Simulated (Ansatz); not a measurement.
`B[SiH](F)Cl` + `C=CCCC=C` → `B[SiH](F)C=C` + `C=CCCCl`  (formal exchange of groups at the Si–Cl bond)

Isolated molecules relaxed with PBE0-D4/def2-TZVP in Ansatz; ΔE leaves out vibrations. CBS: MP2 limit from def2 TZ/QZ plus the TZ coupled-cluster correction, frozen cores. DFT in def2-TZVPP. B3LYP here is the variant with VWN-RPA as its local correlation; programs differ in this. Each species was taken in one conformer, which may not be the lowest.

| level | ΔE (kcal/mol) | difference from CCSD(T)/CBS |
| --- | --- | --- |
| PBE-D4 | 29.5 | -1.2 |
| r2SCAN-D4 | 30.7 | 0.0 |
| B3LYP-D4 | 30.0 | -0.7 |
| ωB97M-V | 30.8 | 0.1 |
| B2PLYP | 30.5 | -0.2 |
| PBE | 29.4 | -1.3 |
| r2SCAN | 30.6 | -0.1 |
| PBE0 | 30.4 | -0.3 |
| B3LYP | 29.9 | -0.8 |
| HF/def2-TZVPP | 31.3 | 0.6 |
| MP2/def2-TZVPP | 32.0 | 1.3 |
| SCS-MP2/def2-TZVPP | 31.1 | 0.4 |
| CCSD(T)/def2-TZVPP | 30.4 | -0.3 |
| HF/def2-QZVPP | 31.4 | 0.7 |
| SCS-MP2/def2-QZVPP | 31.3 | 0.6 |
| MP2/CBS(def2) | 32.2 | 1.5 |
| CCSD(T)/CBS | 30.7 | 0 |

Largest T1 diagnostic among the species: 0.012.

From PBE to PBE0 (25 % exact exchange), in def2-TZVPP and without D4, ΔE moves by +1.0 kcal/mol.
